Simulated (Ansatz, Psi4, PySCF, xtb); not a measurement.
Noncovalent pair: CH4 (SMILES C) (first 5 atoms) with Si2H6 (SMILES [SiH3][SiH3]); geometry from B3LYP-D3(BJ)/def2-TZVP, rigid monomers moved along the line of their centres of mass till C1···Si7 is 4.47 Å.
(charge 0, multiplicity 1):
```xyz
13

C      0.05535    -0.12601     0.04639
H     -0.37250    -1.04827     0.43675
H     -0.53475     0.72180     0.39153
H      1.07997    -0.02251     0.39980
H      0.04671    -0.15459    -1.04226
Si     1.04557     0.48403     4.74989
Si    -1.13992    -0.26564     4.35353
H      1.77388    -0.49425     5.59440
H      1.01614     1.78778     5.45705
H      1.78526     0.65322     3.47687
H     -1.12306    -1.57710     3.66242
H     -1.88026     0.70640     3.51411
H     -1.85865    -0.42069     5.64225
```

Interaction energies are E(AB) − E(A) − E(B) at the monomers' geometry in the complex; basis-set methods are counterpoise corrected. Rows marked so take none.

Cores are frozen in the correlated methods. Rows in 3-21G, 6-31G* carry no dispersion term and start afresh at each structure (6-31G* with six Cartesian d functions).

Codes used: Ansatz (a quantum-chemistry and plane-wave program) with Gaussian orbitals; Psi4 for SAPT; PySCF for 3-21G rows, 6-31G* rows, the dispersion terms; xtb for the GFN methods. Values without a source in brackets are computed.

```json
[
 {"level": "GFN2-xTB", "interaction energy (kJ/mol)": "-3.4"},
 {"level": "BP86/6-31G* (no counterpoise)", "interaction energy (kJ/mol)": "1.4"},
 {"level": "r2SCAN/def2-TZVPPD", "interaction energy (kJ/mol)": "-1.2"},
 {"level": "B3LYP/3-21G (no counterpoise)", "interaction energy (kJ/mol)": "-0.8"},
 {"level": "B3LYP/def2-TZVPPD", "interaction energy (kJ/mol)": "[?]"},
 {"level": "PBE0-D4/def2-TZVPPD", "interaction energy (kJ/mol)": "-3.7"},
 {"level": "SCS-MP2/aug-cc-pV(D+d)Z", "interaction energy (kJ/mol)": "-1.9"},
 {"level": "CCSD(T)/aug-cc-pV(D+d)Z", "interaction energy (kJ/mol)": "[?]"},
 {"level": "SAPT0/jun-cc-pV(D+d)Z", "interaction energy (kJ/mol)": "-1.8"}
]
```

Q: Some entries are withheld; supply them.

A: 
- B3LYP/def2-TZVPPD, interaction energy (kJ/mol): 0.9
- CCSD(T)/aug-cc-pV(D+d)Z, interaction energy (kJ/mol): -2.8
